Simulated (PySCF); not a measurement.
## From computed data to an observable: oscillator strength and radiative lifetime

Sn(H)3(NHMe) (CH7NSn), SMILES C[NH][SnH3].

Geometry: PBE-D3(BJ)/def2-SVP. The def2 effective core potentials stand for the cores of Sn; spin–orbit coupling is left out.

TDA-LC-ωPBE/def2-SVPD run with PySCF puts the first singlet state with f over 0.02 at 5.81 eV (vertical), with the transition dipole (0.394, -0.075, 0.319) in atomic units.

### Question
Find the oscillator strength, the wavelength and the radiative lifetime that this transition would have in vacuum if emission retraced absorption.

### Answer

|μ|² = 0.2626 au, so |μ| = 1.30 D. ΔE = 5.81/27.211 = 0.2135 hartree. f = (2/3) ΔE |μ|² = 0.037 (the program prints 0.037).
λ = 1239.84/5.81 = 213 nm; ν = 46861 cm⁻¹.
Einstein's coefficient A = 0.6670 ν² f s⁻¹ (ν in cm⁻¹) = 5.5e7 s⁻¹, so τ = 1/A = 18 ns. This state is S1. The figure is the radiative limit of this one transition; relaxation, internal conversion, crossing to triplets and a medium change what is measured.
